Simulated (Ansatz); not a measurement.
# Reading a saddle point

A first-order saddle point of SiNH6ClO, closed shell, PBE0-D4/def2-TZVP, with one imaginary mode of 96i cm⁻¹:

| atom | x (Å) | y (Å) | z (Å) |
| --- | --- | --- | --- |
| Si1 | -0.0121 | -0.4790 | -0.2188 |
| O2 | 1.2615 | -0.0029 | 1.2522 |
| H3 | 0.6851 | -1.6046 | -0.8757 |
| H4 | -0.7184 | -1.1372 | 0.9440 |
| N5 | -1.4056 | 0.2755 | -0.8341 |
| H6 | 1.7557 | 0.7764 | 0.9399 |
| Cl7 | 1.3083 | 1.0528 | -1.2272 |
| H8 | 0.8471 | 0.1558 | 2.1077 |
| H9 | -1.4031 | 0.9213 | -1.6043 |
| H10 | -2.3185 | 0.0420 | -0.4835 |

Program: Ansatz 0.2.0. Basis: def2-TZVPP and def2-QZVPP. Cores are frozen in the correlated methods. Extrapolation: Hartree–Fock as exp(−7.88 √X), correlation as X^−2.97.

(1) Which contacts change along the imaginary mode, and what lies on either side? (A judgement: the text doesn't fix the answer.)

(2) Which side is lower, and how far does the saddle lie above each? (To be estimated.)

The T1 diagnostic stays at or below 0.011.

Answers

(1) By the calculation: The step is SiNH₅O ([NH2][SiH2][OH]) + HCl → SiNH₄Cl ([NH2][SiH2][Cl]) + H₂O, with the molecules in contact on both sides. Shortening one way: Si1–Cl7, O2–H6; lengthening the same way: Si1–O2, H6–Cl7.
```
   pair  one side (Å)  saddle (Å)  other side (Å)
Si1–Cl7          3.88        2.26            2.09
  O2–H6          1.81        0.97            0.96
 Si1–O2          1.67        2.00            3.24
 H6–Cl7          1.31        2.23            2.57
```

(2) Computed: The side with Si1–O2, H6–Cl7 short is lower by 4.0 kJ/mol; the saddle lies 75.7 kJ/mol above it and 71.6 kJ/mol above the other (CCSD(T) at an estimated basis limit (MP2 extrapolated from triple and quadruple zeta, plus CCSD(T) − MP2 in triple zeta); electronic energies).

Hydrogen chloride, the by-product of chloride precursors, can attack films and sites by steps of this kind.

Labels in which every atom is bracketed show which atoms are joined, not bond orders.

For scale, one of the runs: CCSD(T)/def2-TZVPP, 230 basis functions, launched by `ansatz run in.yaml --threads 4 --pin off --events-out ev --progress --plain --max-ram 9574MiB`. Time: 85 s of wall clock on 4 CPU threads of an Arm Neoverse V2; the host was shared. Peak host memory: 3.8 GiB.
